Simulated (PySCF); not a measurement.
**Where the electron goes**

Species: C₂H₁₄Si₄.
Geometry (GFN2-xTB, Å), atoms numbered from 1 in this order:
```
atom  x, y, z in Å
C1    -2.4337    1.5094   -0.4408
C2    -2.8718    0.0609   -0.2680
Si3   -1.4499   -1.1818   -0.5378
Si4    0.2900   -0.8879    0.9675
Si5    2.4345   -1.0956    0.0953
Si6    3.5788    0.8669   -0.3415
H7    -3.2692    2.1911   -0.2856
H8    -1.6533    1.7653    0.2736
H9    -2.0442    1.6760   -1.4433
H10   -3.2857   -0.0678    0.7342
H11   -3.6854   -0.1498   -0.9651
H12   -0.9858   -1.0105   -1.9252
H13   -2.0495   -2.5234   -0.4758
H14    0.1119   -1.8082    2.1032
H15    0.1936    0.4351    1.6158
H16    2.3426   -1.8850   -1.1470
H17    3.2555   -1.9527    0.9665
H18    2.7076    1.8395   -1.0099
H19    4.0594    1.5185    0.8800
H20    4.7493    0.7110   -1.2087
```

Computed, not measured: PySCF, TDDFT CAM-B3LYP/def2-SVPD, vertical, gas phase, core orbitals frozen in the response.

Frontier orbitals with the atoms that hold most of them (Löwdin shares over 4%, at most four atoms; ? is withheld):

| orbital | ε (eV) | atoms |
| --- | --- | --- |
| LUMO+2 | 0.90 | Si5 19%, Si4 17%, Si6 15%, Si3 10% |
| LUMO+1 | 0.58 | Si5 24%, Si4 21%, Si3 13%, Si6 12% |
| LUMO | 0.32 | Si4 25%, Si5 16%, Si3 14%, Si6 12% |
| HOMO | ? | ? |
| HOMO-1 | -9.82 | ? |
| HOMO-2 | -9.95 | Si3 20%, Si4 19%, C2 10%, H15 9% |
| HOMO-3 | -10.11 | Si5 20%, C2 11%, Si4 11%, Si3 11% |

(1) Give the leading atoms of the HOMO-1.

(2) Which atoms hold the HOMO, and with what shares?

(3) What is the HOMO energy, and the HOMO–LUMO gap?

Answers

(1) Si5 (bonded to 2 Si and 2 H) 20%; Si6 (bonded to Si and 3 H) 18%; Si4 (bonded to 2 Si and 2 H) 14%; Si3 (bonded to C, Si and 2 H) 9%.

(2) Si4 (bonded to 2 Si and 2 H) 26%; Si5 (bonded to 2 Si and 2 H) 20%; Si3 (bonded to C, Si and 2 H) 16%; C2 (bonded to C, Si and 2 H) 11%. By element: silicon 62% or more, carbon 11% or more.

(3) ε(HOMO) = -9.13 eV; the gap is 9.45 eV (0.3473 hartree).

Problem. The HOMO–LUMO gap is 9.45 eV. Where does the response calculation put the lowest singlet, and from which orbitals?

Solution. S1 is at 6.28 eV (f = 0.049), 3.17 eV below the gap, made of HOMO→LUMO (77%), HOMO→LUMO+1 (11%). 

Next come S2 at 6.61 eV (f 0.281), HOMO→LUMO+1 (68%), HOMO→LUMO (8%); S3 at 7.05 eV (f 0.080), HOMO-1→LUMO (32%), HOMO-2→LUMO (21%), HOMO→LUMO+2 (15%); S4 at 7.17 eV (f 0.115), HOMO→LUMO+2 (41%), HOMO-2→LUMO (10%); S5 at 7.31 eV (f 0.096), HOMO-2→LUMO (20%), HOMO-1→LUMO (15%), HOMO-3→LUMO (14%).

On an Arm Neoverse V1 with one thread, shared host with 32 logical CPUs at a one-minute load of 31, this took 88 s of wall time and 1.1 GiB of memory at its peak.

One conformer stands for the species.

Without π bonds the low states are Rydberg-like; a valence basis with one diffuse set may place them up to an eV too high.
